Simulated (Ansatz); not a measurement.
Consider the redistribution: `F[SiH2][SiH2]S` + `[SeH][SnH3]` → `F[SiH2][SeH]` + `S[SiH2][SnH3]`.

Program: Ansatz. Geometries: PBE0-D4/def2-TZVP. ΔE: electronic, gas phase. CCSD(T)/CBS adds triple-zeta CCSD(T) − MP2 to the extrapolated MP2 energy (def2 sets, frozen cores). Functionals use def2-TZVPP. B3LYP here is the variant with VWN-RPA as its local correlation; programs differ in this. def2 core potentials past Kr. For Se, Sn outer-core shells are correlated without core-valence functions, which leaves a few kJ/mol of doubt a bond. Scalar relativity is left out up to krypton. One conformer a species, not always the lowest.

`F[SiH2][SiH2]S`:

```xyz
9

F    -0.853   -1.378   -1.430
Si    0.152   -1.339   -0.173
Si    0.000    0.805    0.760
S     0.247    2.239   -0.812
H    -0.253   -2.421    0.762
H     1.522   -1.606   -0.679
H     1.125    1.051    1.700
H    -1.282    0.989    1.492
H    -0.658    1.660   -1.620
```

`[SeH][SnH3]`:

Cartesian coordinates in Å:
```
Se -1.155 0.408 1.527
Sn 0.563 0.009 -0.291
H -2.222 -0.221 0.738
H 2.011 0.660 0.324
H 0.086 0.810 -1.718
H 0.717 -1.665 -0.580
```

`F[SiH2][SeH]`:

```xyz
6

F     1.615   -0.688   -0.421
Si    0.431    0.342   -0.122
Se   -1.605   -0.573   -0.466
H     0.582    0.769    1.286
H     0.543    1.462   -1.081
H    -1.565   -1.311    0.804
```

`S[SiH2][SnH3]`:

Cartesian coordinates in Å:
```
S 0.318 0.575 -2.436
Si 0.947 0.593 -0.385
Sn -0.858 -0.401 1.139
H 0.043 -0.740 -2.463
H 2.238 -0.126 -0.207
H 1.166 2.031 -0.086
H -1.297 -1.945 0.552
H -0.308 -0.576 2.747
H -2.248 0.588 1.140
```

(1) Is it downhill or uphill in electronic energy at CCSD(T)/CBS, and by how much? (An estimate is asked.)

(2) What do these levels give: revPBE-D4, BLYP-D4, B3LYP-D4, BHLYP-D4, PBE, r2SCAN, B3LYP, r2SCANh, CAM-B3LYP, MP2/def2-TZVPP, SCS-MP2/def2-TZVPP, HF/CBS(def2)? (Best estimate.)

Largest T1 diagnostic among the species: 0.013.

Results:

(1) Computed: Downhill: ΔE = -24.7 kJ/mol.

(2) Ansatz gave: revPBE-D4 -21.9, BLYP-D4 -19.9, B3LYP-D4 -20.5, BHLYP-D4 -20.0, PBE -22.8, r2SCAN -24.3, B3LYP -20.1, r2SCANh -24.6, CAM-B3LYP -21.3, MP2/def2-TZVPP -30.8, SCS-MP2/def2-TZVPP -26.3, HF/CBS(def2) -13.9 kJ/mol.

Leaving LDA and LC-ωPBE aside and taking each functional with its dispersion term where it has one, the values, not all of them listed here, spread over 6.7 kJ/mol, from ωB97M-V to BLYP-D4. LDA lies −6.3 kJ/mol from PBE without D4. In def2-TZVPP, CCSD(T) changes the Hartree–Fock value by −11.4 kJ/mol (the triples alone add −1.0 kJ/mol) and MP2 by −16.4 kJ/mol.
